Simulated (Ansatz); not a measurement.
Consider the formal hydrolysis of a C–Cl bond: `B[CH](Cl)[GeH3]` + H₂O → `B[CH](O)[GeH3]` + HCl.

Computed with Ansatz on PBE0-D4/def2-TZVP structures; ΔE is electronic, products minus reactants. CCSD(T)/CBS is the MP2 limit (def2-TZVPP, def2-QZVPP) plus CCSD(T) − MP2 in def2-TZVPP, frozen cores. This one scheme is used for every species. Functionals use def2-TZVPP. B3LYP here is the variant with VWN-RPA as its local correlation; programs differ in this. For Ge outer-core shells are correlated without core-valence functions, which leaves a few kJ/mol of doubt a bond. Scalar relativity is left out up to krypton. Each species was taken in one conformer, which may not be the lowest.

Q: Is it downhill or uphill in electronic energy at CCSD(T)/CBS, and by how much? (Estimate.)

A: Ansatz gave: Uphill: ΔE = +9.7 kcal/mol.

Q: What do these levels give: PBE0, B3LYP, CCSD/def2-TZVPP, SCS-MP2/def2-QZVPP, HF/CBS(def2), CCSD/CBS(def2)? (Estimate.)

A: The calculation gave: PBE0 5.9, B3LYP 6.3, CCSD/def2-TZVPP 8.4, SCS-MP2/def2-QZVPP 10.7, HF/CBS(def2) 11.3, CCSD/CBS(def2) 10.2 kcal/mol.

Largest T1 diagnostic among the species: 0.013.

From PBE to PBE0 (25 % exact exchange), in def2-TZVPP and without D4, ΔE moves by +1.8 kcal/mol. The D4 term adds +0.8 kcal/mol with B3LYP and +0.4 kcal/mol with PBE0; it sums over pairs of atoms, weighted by their polarisabilities, and B3LYP, whose exchange is more repulsive, gets the larger term.
